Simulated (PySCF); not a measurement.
Computed IR spectrum (relative IR intensity) of a molecule C3H5, multiplicity 2. The structure is a stationary point at B3LYP-D3(BJ)/def2-TZVP. One conformer was computed; it need not be the lowest. Computed with B3LYP-D3(BJ)/def2-TZVP in PySCF. No scaling factor is applied to the harmonic values.

ν (cm⁻¹): 558 (vs), 764 (m), 783 (m), 844 (m), 930 (s), 1025 (s), 1067 (w), 1097 (w), 1262 (vw), 1458 (w), 1484 (vw), 3089 (vs), 3162 (s), 3221 (m) (against the strongest line: vs over 80 %, s over 45 %, m over 15 %, w over 4 %, vw less)

Which molecule gave these data?
A. [CH]1CC1
B. C=[C]C
C. [CH]=CC
D. [CH2]C=C

A, [CH]1CC1
